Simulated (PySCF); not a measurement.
Atom-mapped SMILES (the numbers label the heavy atoms): `[CH3:1][n:2]1[n:3][cH:4][c:5]([C:6]#[N:7])[n:8]1`; H(Xn) means a hydrogen on atom n.

- GIAO PBE0/pcSseg-1 shieldings
- geometry: GFN2-xTB
- code: PySCF
- one computed conformer, non-relativistic, no solvent, one averaged value for each set of equivalent atoms

Predict the 2D correlation tables (HSQC, COSY, HMBC).

Results:



HSQC (one-bond C–H):
```
          δH          δC
7.99 (H(C4))  146.7 (C4)
4.35 (H(C1))   42.0 (C1)
```

HMBC (two and three bonds, from the bond graph):
```
          δH                      δC
7.99 (H(C4))  126.9 (C5), 117.2 (C6)
```

No COSY cross peaks are expected.

δ = σ(ref) − σ, references computed at the same level: 1H (σ = 31.72 ppm) and 13C (σ = 186.93 ppm) against TMS.

Shifts are as computed. Against solution values, carbons near 30 ppm lie about +3 ppm off and those near 130 ppm about +5 ppm. Of 1211 compounds with measured shifts, 218 miss one by over three times the rms of a fit or turn the order of signals round; such compounds aren't used in these exercises.
